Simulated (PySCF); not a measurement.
Si(H)(SiH3) (H₄Si₂), SMILES [SiH3][SiH] (connectivity only; charge and spin as stated), neutral, multiplicity 1.

Geometry optimised at PBE-D3(BJ)/def2-TZVP. A frequency run showed that this geometry is not a minimum. The isomer is the one that the SMILES or the coordinates give; other isomers of the formula were not compared.

Level of theory: PBE-D3(BJ)/def2-TZVP (PySCF).

Frequencies are harmonic and unscaled.

```
mode  ν (cm⁻¹)  IR (km/mol)  moving atoms (share of kinetic energy)
----  --------  -----------  --------------------------------------
1         111i          9.3                                  H 92 %
2          353          6.9                         H 62 %, Si 38 %
3          366         15.1                                  H 95 %
4          410         14.3                         Si 59 %, H 41 %
5          681         57.8                         H 89 %, Si 11 %
6          806        148.6                          H 91 %, Si 9 %
7          886         64.2                                  H 97 %
8          909         27.2                                  H 97 %
9         1965        148.1                                  H 97 %
10        2108         44.6                                  H 98 %
11        2120         72.5                                  H 96 %
12        2152        104.9                                  H 96 %
```
